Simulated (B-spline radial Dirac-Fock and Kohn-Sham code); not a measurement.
# Anomalous scattering factors of C, 24.2098 keV to 77.22 keV

Level of theory: the dispersion relation over Dirac-Hartree-Slater subshell photoionisation cross sections, with the Kissel-Pratt high-energy constant (isolated atom, no bound-bound lines or fine structure); a B-spline atomic structure program. The forward scattering factor is f₀ + f′ + i f″.

The run's input, task.json:

```json
{"items": [{
  "Z": 6,
  "q": 0,
  "cfg": [[1, 0, 2], [2, 0, 2], [2, 1, 2]],
  "A": 12,
  "rrms": 2.4702,
  "do": "dispersion",
  "hv": [550.4, 609.9, 979.1, 986.0, 1000.0, 1233.0, 1253.6, 1486.9, 2000.0, 2349.0, 2418.0, 2984.4, 4000.0, 4510.9, 4717.0, 4812.0, 5414.7, 6000.0, 6403.9, 6930.3, 8047.8, 8341.0, 9251.7, 9342.0, 12000.0, 13430.0, 15000.0, 17479.3, 22162.9, 24209.8, 26800.0, 28810.0, 29100.0, 30000.0, 36740.0, 40000.0, 40640.0, 52460.0, 55990.0, 57900.0, 61130.0, 62020.0, 71820.0, 77220.0],
  "edges": {"K": 284.2}
}]}
```

Run with: `python xray2_run.py task.json out`

No edge lies in or near this range.

```
hν (eV)   λ (Å)  f′ (e)  f″ (e)  tabulated f′  tabulated f″
24209.8  0.5121   0.001   0.001          0.00          0.00
  26800  0.4626   0.000   0.001          0.00          0.00
  28810  0.4304   0.000   0.001          0.00          0.00
  29100  0.4261   0.000   0.001          0.00          0.00
  30000  0.4133   0.000   0.000          0.00          0.00
  36740  0.3375  -0.001   0.000          0.00          0.00
  40000  0.3100  -0.001   0.000          0.00          0.00
  40640  0.3051  -0.001   0.000          0.00          0.00
  52460  0.2363  -0.001   0.000          0.00          0.00
  55990  0.2214       ?       ?             ?             ?
  57900  0.2141  -0.001   0.000          0.00          0.00
  61130  0.2028  -0.001   0.000          0.00          0.00
  62020  0.1999  -0.001   0.000          0.00          0.00
  71820  0.1726  -0.002   0.000          0.00          0.00
  77220  0.1606  -0.002   0.000          0.00          0.00
```

Q: What are f′ and f″ at 55990 eV?

A: f′ = -0.001 and f″ = 0.000 electrons (tables: 0.00 and 0.00). By the optical theorem f″ corresponds to a photoabsorption cross section 2 rₑ λ f″ = 0.142 b.

Tabulated f′: xraylib 4.2 anomalous scattering factors (Cullen et al., EPDL97); f″: Chantler's tables (J. Phys. Chem. Ref. Data 1995 and 2000). Both are theoretical tables.

Values without a named source are computed, but for edge energies of neutral atoms, which are taken from tables.
